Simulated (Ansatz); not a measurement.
Total energies of F3HSeSn, SMILES `[F][Sn]([F])([F])[SeH]`.

```xyz
6

F     0.395   -1.807   -0.835
Sn    0.061   -0.363    0.342
F    -0.854   -1.097    1.826
F     1.788    0.093    0.968
Se   -1.222    1.507   -0.642
H    -0.169    1.667   -1.659
```

Charge 0, multiplicity 1. Correlated methods include outer-core shells of Se, Sn, which these sets cover unevenly. Scalar relativity is left out up to krypton. Sn: def2 effective core potential. All single points use the PBE0-D4/def2-TZVP geometry. It is one conformer, not always the lowest. Basis def2-TZVPP, Ansatz.

RPA on PBE orbitals: Hartree–Fock energy of these orbitals -2912.26647 Eh, correlation -1.95231 Eh (frozen core).

```json
{"functional": "r2SCANh", "energy without D4 (Eh)": "-2916.17009", "D4 term (kJ/mol)": "-3.7"}
{"functional": "HSE06 (plane-wave form)", "energy without D4 (Eh)": "-2915.67658", "D4 term (kJ/mol)": "-12.0"}
```

**Question.** Give the same for LDA (SPW92), PBE, revPBE, BLYP, r2SCAN, B97M-V, PBE0, B3LYP, r2SCAN0, BHLYP, CAM-B3LYP, LC-ωPBE, ωB97X-V, ωB97M-V, B2PLYP, PBE-QIDH. (An estimate is asked.)

**Answer.** Ansatz gave: 
```tsv
functional	energy without D4 (Eh)	D4 term (kJ/mol)
LDA (SPW92)	-2910.59524	–
PBE	-2915.61006	-14.7
revPBE	-2915.99395	-35.0
BLYP	-2916.21948	-31.0
r2SCAN	-2916.20427	-3.3
B97M-V	-2915.70879	–
PBE0	-2915.68682	-12.6
B3LYP	-2916.35714	-24.1
r2SCAN0	-2916.12107	-4.1
BHLYP	-2916.05603	-22.4
CAM-B3LYP	-2916.29518	-13.2
LC-ωPBE	-2915.79720	–
ωB97X-V	-2915.91070	–
ωB97M-V	-2916.00051	–
B2PLYP	-2915.51155	–
PBE-QIDH	-2915.14045	–
```

B3LYP takes the VWN-RPA correlation (the form of Gaussian; ORCA's B3LYP/G). HSE06 is the plane-wave form, built on full-range PBE exchange. The double hybrids freeze the cores in their second-order part.

LC-ωPBE has ω = 0.4 bohr⁻¹.
